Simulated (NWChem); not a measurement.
**Total energies of CHO2**

SMILES: O=[C]O
```xyz
4

O     -0.9453     0.6808     0.0000
C     -0.3055    -0.3133     0.0000
O      0.9944    -0.4930     0.0000
H      1.4398     0.3772     0.0000
```
Charge 0, spin multiplicity 2.

The numbers come from NWChem runs, not from measurements. All single points use one geometry, from UPBE0/def2-SVP, a minimum by its harmonic frequencies. It is one conformer; others weren't searched.

Basis set: cc-pVTZ (104 functions).

```json
[
 {"method": "UHF", "total energy (Ha)": "-188.20578", "relative cost": "1"},
 {"method": "UMP2", "total energy (Ha)": "-188.80375", "relative cost": "under 3"},
 {"method": "UB2PLYP", "total energy (Ha)": "-189.04619", "relative cost": "under 3"},
 {"method": "UPBE", "total energy (Ha)": "-188.97476", "relative cost": "under 3"},
 {"method": "UB3LYP", "total energy (Ha)": "-189.17222", "relative cost": "under 3"},
 {"method": "ULC-wPBE (omega 0.3 per bohr)", "total energy (Ha)": "-189.01714", "relative cost": "6"}
]
```

Total energies of different functionals aren't comparable as a measure of quality: only differences taken within one method are. Costs are rough ratios of processor time within this set of runs, SCF included, with UHF as 1.

The correlated methods keep 3 core orbitals frozen. B3LYP has NWChem's definition, with VWN1-RPA local correlation. GW and range-separated runs recompute their integrals, the others keep them in memory, which bears on the times. The structure started from a generated list of species. The unpaired electrons of the parent sit in orbitals of symmetry a' (Cs labels of the run); other states weren't searched. No SCF solution was tested for a lower state. Open-shell Hartree-Fock references start from PBE0 orbitals; any time given for them includes that run.
